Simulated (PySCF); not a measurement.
# Computed properties of Se(Cl)(SMe) (CH3ClSSe), SMILES [Se](Cl)SC

Se(Cl)(SMe) (CH3ClSSe), SMILES CS[Se]Cl. Coordinates come from a B3LYP-D3(BJ)/def2-SVP optimisation. This is a generated structure with no PubChem entry under its InChIKey; it may be hypothetical. One conformer was computed; it need not be the lowest. All values are computed for the isolated molecule unless a solvent is named; none is compared with measurement here.

**Structure.** All 15 harmonic modes at B3LYP-D3(BJ)/def2-SVP (PySCF) are real, so it is a minimum. With heavy atoms numbered as in [Se:1]([Cl:2])[S:3][CH3:4], the shortest bond between them is S3–C4 at 1.831 Å and the longest Se1–Cl2 at 2.249 Å.

**Vibrations.** The strongest infrared lines (harmonic, unscaled, degenerate partners summed) lie at 347 cm⁻¹ (44 km/mol, Cl 62 %, Se 34 %), 1433 cm⁻¹ (12 km/mol, H 96 %), 3043 cm⁻¹ (10 km/mol, H 98 %). The softest mode is at 78 cm⁻¹ and the zero-point energy is 25.1 kcal/mol.

**Electronic structure.** M06-2X/def2-TZVP (PySCF) places the frontier levels at -8.12 and -1.55 eV, a gap of 6.57 eV, and gives a dipole moment of 2.61 D and a mean polarisability of 72.2 bohr³. PBE/def2-TZVP (PySCF) at the same geometry gives -5.75 and -3.29 eV, so its gap is 4.11 eV narrower. An orbital gap is neither the optical nor the fundamental gap.

**Excitations.** TDA-CAM-B3LYP/def2-SVPD (PySCF) has S1 at 2.91 eV (426 nm, f = 0.000, dark); the most intense of the 10 singlets computed lies at 4.51 eV (f = 0.06). T1 (TDA) is at 2.14 eV, 0.77 eV under S1. TDA-PBE/def2-SVPD (PySCF) puts S1 at 2.74 eV.

**NMR.** GIAO shifts at PBE0/pcSseg-1 (PySCF) (non-relativistic, atoms alike by connectivity averaged): ¹³C at 31.9 ppm against TMS; ¹H at 2.9 ppm against TMS. Without spin–orbit terms, shifts of atoms bonded to Cl or Br come out too high.
